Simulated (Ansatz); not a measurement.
Cartesian coordinates in Å:
```
C 1.8748 -0.0638 0.5433
N 0.4939 -0.0751 0.2754
W -1.1297 -0.2651 -0.3154
O -1.7385 1.4637 0.0139
F -1.5737 -1.5745 0.9238
Cl -3.2464 -0.7628 -1.2688
Cl -0.2945 -0.6256 -2.4211
H 2.1320 -0.8311 1.2805
H 2.4256 -0.2665 -0.3834
H 2.1898 0.9119 0.9278
H -1.1333 2.0888 0.4241
```

The species carries charge 0 and has multiplicity 1. W takes the def2 core potential.

Problem. List the PBE/def2-TZVPP orbital energies in eV (Ansatz). (Estimate.)

Solution. Computed: Occupied: -2739.06, -2737.80, -660.20, -511.87, -381.67, -270.64, -249.62, -248.39, -190.30, -190.19, -190.12, -189.01, -188.96, -188.94, -79.96, -44.46, -44.28, -44.17, -29.06, -25.79, -22.24, -20.20, -19.07, -16.53, -13.80, -12.16, -11.88, -11.78, -11.76, -11.05, -10.75, -10.35, -9.67, -9.29, -9.05, -8.33, -7.73, -7.58, -7.03, -6.92, -6.73. Lowest empty: -3.07, -2.99, -2.62, -2.25, -1.21, 0.24, 0.52, 1.18.
